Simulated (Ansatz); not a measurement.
C4H9NaO, charge -1, doublet, at the geometry of the source list (a state made from the parent by changing its charge; the spin is typed, not shown lowest) (a gas-phase anion, which may not be bound at this level); B3LYP/def2-SVP in Ansatz (a program for electronic structure).

Input for Ansatz:
Ansatz 0.2 input:
```yaml
crystal:
  periodic: [false, false, false]
  atoms:
    - {symbol: Na, position_ang: [1.75540000, 2.12710000, 1.42110000]}
    - {symbol: O, position_ang: [0.33980000, 0.98330000, 1.23090000]}
    - {symbol: C, position_ang: [-0.00320000, 0.13190000, 0.22460000]}
    - {symbol: C, position_ang: [1.09250000, -0.92960000, -0.01160000]}
    - {symbol: C, position_ang: [-1.31440000, -0.60360000, 0.59010000]}
    - {symbol: C, position_ang: [-0.23230000, 0.89090000, -1.10010000]}
    - {symbol: H, position_ang: [0.79550000, -1.64270000, -0.77630000]}
    - {symbol: H, position_ang: [1.27870000, -1.46100000, 0.91880000]}
    - {symbol: H, position_ang: [2.01770000, -0.43470000, -0.32360000]}
    - {symbol: H, position_ang: [-1.16720000, -1.15260000, 1.51560000]}
    - {symbol: H, position_ang: [-1.61260000, -1.29120000, -0.19690000]}
    - {symbol: H, position_ang: [-2.09990000, 0.12920000, 0.74920000]}
    - {symbol: H, position_ang: [0.69920000, 1.37720000, -1.40690000]}
    - {symbol: H, position_ang: [-0.98950000, 1.65590000, -0.94480000]}
    - {symbol: H, position_ang: [-0.55990000, 0.22000000, -1.89000000]}
basis:
  gaussian:
    orbitals: def2-SVP
hamiltonian:
  xc: b3lyp
total_charge: -1
magnetization: {spin_polarized: true, initial_magnetization: 1}
scf: {lower_state_search: full}
```

What the program printed (banner, timings and long lists left out):

```
Functional definition: B3LYP
1472 factors; their error is unknown
mean field evaluation 1: about -10745.8691 eV, gradient 4.0e1 eV
mean field evaluation 2: about -10698.7112 eV, gradient 1.0e2 eV
mean field evaluation 4: about -10752.8670 eV, gradient 3.0e0 eV
mean field evaluation 8: about -10752.9297 eV, gradient 2.0e-1 eV
mean field evaluation 16: about -10752.9299 eV, gradient 3.8e-5 eV
mean field evaluation 32: about -10732.2782 eV, gradient 3.6e1 eV
mean field evaluation 64: about -10752.9299 eV, gradient 2.1e-5 eV
mean field -10752.92988700 eV, -395.1628847494 hartree, gradient 1.3e-5 eV, S^2 0.750174; 2 other end points of the search recorded, 0 dependent functions left out
reference -10752.93018364 eV, -395.1628956509 hartree; 27, 26 occupied and 103, 104 virtual orbitals, 1472 factors
Total energy: -10752.93018364 eV, -395.1628956509 hartree
```
